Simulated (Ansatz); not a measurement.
A short molecular-dynamics run on C₂H₄AlCl (`[Cl][Al]1[CH2][CH2]1`).

```yaml
crystal:
  periodic: [false, false, false]
  atoms:
    - {symbol: Cl, position_ang: [0.032457, -1.064523, 3.139528]}
    - {symbol: Al, position_ang: [0.019376, -0.402085, 1.168294]}
    - {symbol: C, position_ang: [0.253074, 0.871006, -0.204547]}
    - {symbol: C, position_ang: [-0.235908, -0.588712, -0.691831]}
    - {symbol: H, position_ang: [1.234008, 1.158438, -0.579626]}
    - {symbol: H, position_ang: [-0.463604, 1.667298, -0.398869]}
    - {symbol: H, position_ang: [0.475194, -1.103175, -1.336138]}
    - {symbol: H, position_ang: [-1.222399, -0.595248, -1.152612]}
basis:
  gaussian: {orbitals: def2-SVP}
hamiltonian: {xc: {name: revPBE}, dispersion: d3bjatm}
md: {timestep: 0.5 fs, n_steps: 20, ensemble: nvt_nose_hoover, temperature: 300, initial_velocities: maxwell_boltzmann, seed: 564}
```

```sh
$ ansatz run in.yaml --threads 2 --pin off --events-out ev --progress --plain --max-ram 4352MiB
```

```
step  time (fs)  potential energy (eV)  kinetic (eV)  T (K)  conserved (eV)
   0        0.0            -21247.2891        0.2327    300     -21247.0564
   1        0.5            -21247.2801        0.2239    289     -21247.0562
   2        1.0            -21247.2690        0.2130    275     -21247.0559
   3        1.5            -21247.2594        0.2036    263     -21247.0558
   4        2.0            -21247.2539        0.1981    255     -21247.0558
   5        2.5            -21247.2527        0.1969    254     -21247.0559
   6        3.0            -21247.2541        0.1981    255     -21247.0561
   7        3.5            -21247.2553        0.1991    257     -21247.0562
   8        4.0            -21247.2536        0.1974    254     -21247.0563
   9        4.5            -21247.2480        0.1918    247     -21247.0563
  10        5.0            -21247.2388        0.1827    236     -21247.0562
  11        5.5            -21247.2272        0.1712    221     -21247.0560
  12        6.0            -21247.2152        0.1594    206     -21247.0559
  13        6.5            -21247.2046        0.1489    192     -21247.0558
  14        7.0            -21247.1969        0.1412    182     -21247.0558
  15        7.5            -21247.1931        0.1375    177     -21247.0557
  16        8.0            -21247.1937        0.1381    178     -21247.0558
  17        8.5            -21247.1984        0.1427    184     -21247.0559
  18        9.0            -21247.2058        0.1500    193     -21247.0560
  19        9.5            -21247.2134        0.1574    203     -21247.0562
  20       10.0            -21247.2181        0.1619    209     -21247.0564
```

Velocities are drawn at the set temperature; a run this short doesn't reach equilibrium.

Frames (Å, forces in eV/Å):

```xyz
8
time=0.0 fs
Cl    0.032   -1.065    3.140    0.004   -0.179    0.534
Al    0.019   -0.402    1.168    0.002   -0.099    0.294
C     0.253    0.871   -0.205   -0.024   -0.097    0.045
C    -0.236   -0.589   -0.692    0.025    0.051    0.094
H     1.234    1.158   -0.580    0.571    0.196   -0.207
H    -0.464    1.667   -0.399   -0.400    0.487   -0.103
H     0.475   -1.103   -1.336    0.397   -0.324   -0.381
H    -1.222   -0.595   -1.153   -0.574   -0.033   -0.276
8
time=0.5 fs
Cl    0.032   -1.065    3.138    0.003   -0.193    0.576
Al    0.019   -0.400    1.170    0.029   -0.059    0.237
C     0.254    0.873   -0.208   -0.132   -0.375    0.232
C    -0.236   -0.591   -0.689    0.459   -0.081   -0.028
H     1.233    1.157   -0.573    0.754    0.266   -0.299
H    -0.466    1.660   -0.394   -0.504    0.642   -0.162
H     0.478   -1.110   -1.343    0.152   -0.160   -0.173
H    -1.221   -0.596   -1.138   -0.759   -0.040   -0.383
8
time=1.0 fs
Cl    0.032   -1.066    3.136    0.001   -0.206    0.619
Al    0.019   -0.398    1.172    0.055   -0.021    0.183
C     0.255    0.874   -0.211   -0.223   -0.581    0.376
C    -0.236   -0.593   -0.686    0.823   -0.212   -0.184
H     1.233    1.156   -0.566    0.871    0.318   -0.365
H    -0.470    1.655   -0.389   -0.560    0.743   -0.206
H     0.482   -1.118   -1.350   -0.091    0.004    0.036
H    -1.222   -0.597   -1.124   -0.877   -0.046   -0.457
8
time=1.5 fs
Cl    0.032   -1.067    3.134    0.000   -0.219    0.660
Al    0.019   -0.396    1.173    0.080    0.016    0.130
C     0.256    0.875   -0.214   -0.290   -0.698    0.470
C    -0.236   -0.596   -0.682    1.080   -0.328   -0.362
H     1.236    1.156   -0.561    0.904    0.348   -0.399
H    -0.475    1.651   -0.385   -0.556    0.781   -0.235
H     0.485   -1.125   -1.357   -0.312    0.153    0.227
H    -1.225   -0.599   -1.111   -0.907   -0.053   -0.491
8
time=2.0 fs
Cl    0.031   -1.068    3.133   -0.001   -0.232    0.702
Al    0.020   -0.394    1.175    0.104    0.050    0.080
C     0.256    0.877   -0.217   -0.328   -0.722    0.515
C    -0.236   -0.598   -0.679    1.210   -0.420   -0.550
H     1.240    1.156   -0.556    0.846    0.351   -0.401
H    -0.481    1.649   -0.382   -0.489    0.752   -0.250
H     0.488   -1.132   -1.364   -0.498    0.279    0.388
H    -1.230   -0.600   -1.100   -0.845   -0.059   -0.484
8
time=2.5 fs
Cl    0.031   -1.068    3.131   -0.002   -0.245    0.742
Al    0.020   -0.392    1.176    0.126    0.083    0.031
C     0.257    0.878   -0.220   -0.337   -0.660    0.516
C    -0.235   -0.600   -0.676    1.211   -0.483   -0.735
H     1.247    1.158   -0.553    0.702    0.330   -0.373
H    -0.488    1.649   -0.379   -0.364    0.663   -0.252
H     0.489   -1.139   -1.369   -0.640    0.376    0.512
H    -1.237   -0.602   -1.089   -0.696   -0.065   -0.440
8
time=3.0 fs
Cl    0.031   -1.069    3.130   -0.003   -0.258    0.782
Al    0.020   -0.391    1.178    0.146    0.115   -0.018
C     0.257    0.879   -0.223   -0.320   -0.531    0.485
C    -0.234   -0.603   -0.674    1.097   -0.514   -0.904
H     1.255    1.160   -0.550    0.489    0.289   -0.323
H    -0.497    1.651   -0.376   -0.194    0.528   -0.245
H     0.489   -1.144   -1.374   -0.735    0.440    0.593
H    -1.246   -0.603   -1.080   -0.480   -0.070   -0.369
8
time=3.5 fs
Cl    0.030   -1.070    3.128   -0.004   -0.270    0.821
Al    0.020   -0.389    1.180    0.164    0.146   -0.068
C     0.258    0.879   -0.226   -0.285   -0.358    0.434
C    -0.233   -0.606   -0.671    0.893   -0.510   -1.042
H     1.265    1.163   -0.548    0.231    0.233   -0.261
H    -0.505    1.654   -0.375    0.003    0.364   -0.233
H     0.487   -1.148   -1.377   -0.781    0.471    0.631
H    -1.256   -0.605   -1.072   -0.221   -0.074   -0.282
8
time=4.0 fs
Cl    0.030   -1.071    3.127   -0.006   -0.282    0.859
Al    0.020   -0.387    1.181    0.179    0.176   -0.119
C     0.258    0.880   -0.229   -0.239   -0.168    0.376
C    -0.232   -0.608   -0.669    0.627   -0.473   -1.137
H     1.275    1.166   -0.547   -0.044    0.168   -0.194
H    -0.514    1.657   -0.373    0.208    0.190   -0.220
H     0.483   -1.152   -1.378   -0.778    0.468    0.624
H    -1.267   -0.607   -1.064    0.053   -0.078   -0.190
8
time=4.5 fs
Cl    0.030   -1.072    3.126   -0.007   -0.294    0.895
Al    0.020   -0.385    1.183    0.193    0.205   -0.172
C     0.259    0.881   -0.231   -0.190    0.018    0.320
C    -0.231   -0.611   -0.666    0.324   -0.401   -1.177
H     1.285    1.170   -0.546   -0.312    0.101   -0.130
H    -0.522    1.662   -0.373    0.403    0.021   -0.207
H     0.478   -1.154   -1.378   -0.727    0.431    0.572
H    -1.277   -0.609   -1.057    0.316   -0.080   -0.102
8
time=5.0 fs
Cl    0.030   -1.073    3.124   -0.008   -0.305    0.930
Al    0.020   -0.383    1.185    0.204    0.233   -0.228
C     0.259    0.882   -0.234   -0.144    0.180    0.275
C    -0.229   -0.614   -0.665    0.005   -0.295   -1.157
H     1.295    1.174   -0.545   -0.552    0.037   -0.074
H    -0.530    1.666   -0.373    0.575   -0.131   -0.196
H     0.470   -1.155   -1.376   -0.630    0.360    0.476
H    -1.286   -0.612   -1.049    0.550   -0.080   -0.026
8
time=5.5 fs
Cl    0.029   -1.074    3.123   -0.009   -0.316    0.963
Al    0.020   -0.381    1.186    0.215    0.261   -0.288
C     0.260    0.882   -0.236   -0.107    0.307    0.244
C    -0.228   -0.617   -0.663   -0.312   -0.157   -1.072
H     1.302    1.178   -0.545   -0.751   -0.020   -0.030
H    -0.536    1.670   -0.373    0.714   -0.255   -0.190
H     0.462   -1.155   -1.374   -0.489    0.259    0.338
H    -1.295   -0.614   -1.042    0.739   -0.079    0.035
8
time=6.0 fs
Cl    0.029   -1.075    3.122   -0.010   -0.325    0.994
Al    0.020   -0.379    1.188    0.224    0.287   -0.351
C     0.260    0.883   -0.239   -0.080    0.390    0.229
C    -0.226   -0.620   -0.661   -0.614    0.009   -0.927
H     1.309    1.182   -0.545   -0.898   -0.068    0.001
H    -0.540    1.673   -0.374    0.812   -0.347   -0.187
H     0.451   -1.155   -1.371   -0.311    0.129    0.162
H    -1.301   -0.617   -1.035    0.876   -0.076    0.078
8
time=6.5 fs
Cl    0.029   -1.076    3.121   -0.011   -0.335    1.024
Al    0.021   -0.377    1.189    0.233    0.312   -0.415
C     0.260    0.884   -0.241   -0.065    0.425    0.231
C    -0.225   -0.623   -0.660   -0.885    0.197   -0.729
H     1.313    1.186   -0.545   -0.988   -0.105    0.017
H    -0.542    1.675   -0.375    0.866   -0.403   -0.188
H     0.441   -1.154   -1.367   -0.105   -0.021   -0.042
H    -1.306   -0.620   -1.028    0.955   -0.070    0.102
8
time=7.0 fs
Cl    0.028   -1.077    3.120   -0.012   -0.343    1.051
Al    0.021   -0.375    1.191    0.241    0.335   -0.481
C     0.261    0.885   -0.244   -0.063    0.409    0.251
C    -0.224   -0.626   -0.659   -1.108    0.394   -0.494
H     1.314    1.190   -0.544   -1.018   -0.129    0.020
H    -0.542    1.677   -0.376    0.873   -0.422   -0.194
H     0.430   -1.154   -1.363    0.113   -0.182   -0.260
H    -1.308   -0.623   -1.021    0.972   -0.062    0.107
8
time=7.5 fs
Cl    0.028   -1.078    3.119   -0.012   -0.350    1.076
Al    0.021   -0.372    1.192    0.250    0.356   -0.546
C     0.261    0.886   -0.246   -0.075    0.342    0.287
C    -0.223   -0.629   -0.658   -1.264    0.586   -0.243
H     1.314    1.194   -0.544   -0.987   -0.141    0.008
H    -0.541    1.677   -0.379    0.835   -0.402   -0.204
H     0.419   -1.154   -1.360    0.325   -0.338   -0.472
H    -1.308   -0.627   -1.013    0.928   -0.052    0.094
8
time=8.0 fs
Cl    0.028   -1.079    3.118   -0.013   -0.357    1.098
Al    0.021   -0.370    1.194    0.259    0.374   -0.610
C     0.261    0.887   -0.248   -0.101    0.225    0.339
C    -0.223   -0.632   -0.657   -1.331    0.753   -0.003
H     1.310    1.197   -0.544   -0.897   -0.139   -0.017
H    -0.537    1.677   -0.381    0.751   -0.345   -0.218
H     0.409   -1.154   -1.358    0.508   -0.471   -0.652
H    -1.305   -0.630   -1.005    0.823   -0.040    0.063
8
time=8.5 fs
Cl    0.028   -1.080    3.117   -0.013   -0.362    1.118
Al    0.022   -0.368    1.195    0.269    0.390   -0.670
C     0.261    0.889   -0.250   -0.140    0.060    0.405
C    -0.222   -0.635   -0.656   -1.288    0.878    0.199
H     1.305    1.199   -0.543   -0.749   -0.125   -0.054
H    -0.531    1.676   -0.384    0.625   -0.253   -0.236
H     0.400   -1.156   -1.358    0.640   -0.562   -0.777
H    -1.301   -0.634   -0.997    0.657   -0.026    0.015
8
time=9.0 fs
Cl    0.027   -1.081    3.116   -0.014   -0.366    1.135
Al    0.022   -0.366    1.196    0.279    0.403   -0.725
C     0.262    0.890   -0.252   -0.194   -0.145    0.485
C    -0.222   -0.637   -0.655   -1.126    0.945    0.339
H     1.298    1.202   -0.543   -0.549   -0.098   -0.103
H    -0.524    1.674   -0.388    0.461   -0.130   -0.258
H     0.393   -1.159   -1.359    0.705   -0.598   -0.826
H    -1.295   -0.637   -0.988    0.439   -0.012   -0.047
8
time=9.5 fs
Cl    0.027   -1.082    3.116   -0.014   -0.369    1.148
Al    0.022   -0.364    1.198    0.289    0.414   -0.774
C     0.262    0.891   -0.254   -0.261   -0.382    0.575
C    -0.222   -0.639   -0.654   -0.848    0.949    0.405
H     1.290    1.204   -0.543   -0.306   -0.061   -0.161
H    -0.516    1.671   -0.392    0.268    0.017   -0.282
H     0.387   -1.164   -1.363    0.697   -0.571   -0.790
H    -1.288   -0.641   -0.980    0.176    0.003   -0.121
8
time=10.0 fs
Cl    0.027   -1.083    3.115   -0.014   -0.370    1.158
Al    0.023   -0.361    1.199    0.298    0.421   -0.816
C     0.262    0.892   -0.256   -0.339   -0.637    0.671
C    -0.223   -0.641   -0.653   -0.475    0.892    0.395
H     1.280    1.206   -0.544   -0.035   -0.017   -0.225
H    -0.507    1.669   -0.397    0.058    0.178   -0.308
H     0.383   -1.170   -1.368    0.621   -0.485   -0.673
H    -1.280   -0.644   -0.973   -0.115    0.018   -0.202
```

It took 26 s on 2 threads of an Intel Xeon Platinum 8259CL on a shared host, with 0.38 GiB of host memory at the peak.
